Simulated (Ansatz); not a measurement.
Harmonic frequencies (cm⁻¹) at PBE0-D4/def2-TZVP from Ansatz: 45, 96, 302, 406, 426, 611, 611, 745, 852, 886, 1359, 1804, 2168, 2181, 2869.

Each molecule was computed in one conformer, which needn't be the lowest.

**Question.** Which molecule is it?
A. `O=[CH][GeH2][Cl]`
B. `C[O][Ge][Cl]`
C. `[Cl][GeH]1[CH2][O]1`
D. `B[SiH](F)I`

**Answer.** A.
